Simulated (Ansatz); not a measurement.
Program: Ansatz. Geometries: PBE0-D4/def2-TZVP. ΔE: electronic, gas phase. CCSD(T)/CBS adds triple-zeta CCSD(T) − MP2 to the extrapolated MP2 energy (def2 sets, frozen cores). DFT in def2-TZVPP. B3LYP here is the variant with VWN-RPA as its local correlation; programs differ in this. Each species was taken in one conformer, which may not be the lowest.

Reaction (substitution at a C–C bond): `N#C/C=C/F` + `C[SiH](N)N` → `C[SiH](N)NC#N` + `C=CF`

```json
{"level": "PBE-D4", "ΔE (kJ/mol)": "16.1", "difference from CCSD(T)/CBS": "-5.2"}
{"level": "B3LYP-D4", "ΔE (kJ/mol)": "14.8", "difference from CCSD(T)/CBS": "-6.5"}
{"level": "ωB97X-V", "ΔE (kJ/mol)": "13.5", "difference from CCSD(T)/CBS": "-7.8"}
{"level": "B2PLYP", "ΔE (kJ/mol)": "19.3", "difference from CCSD(T)/CBS": "-2.0"}
{"level": "PBE0", "ΔE (kJ/mol)": "16.4", "difference from CCSD(T)/CBS": "-4.9"}
{"level": "MP2/def2-TZVPP", "ΔE (kJ/mol)": "22.7", "difference from CCSD(T)/CBS": "1.4"}
{"level": "SCS-MP2/def2-TZVPP", "ΔE (kJ/mol)": "22.1", "difference from CCSD(T)/CBS": "0.8"}
{"level": "CCSD/def2-TZVPP", "ΔE (kJ/mol)": "18.9", "difference from CCSD(T)/CBS": "-2.4"}
{"level": "CCSD(T)/def2-TZVPP", "ΔE (kJ/mol)": "20.2", "difference from CCSD(T)/CBS": "-1.1"}
{"level": "HF/CBS(def2)", "ΔE (kJ/mol)": "14.2", "difference from CCSD(T)/CBS": "-7.1"}
{"level": "CCSD(T)/CBS", "ΔE (kJ/mol)": "21.3", "difference from CCSD(T)/CBS": "0"}
```

Largest T1 diagnostic among the species: 0.014.

In def2-TZVPP, CCSD(T) changes the Hartree–Fock value by +6.4 kJ/mol (the triples alone add +1.2 kJ/mol) and MP2 by +8.9 kJ/mol.
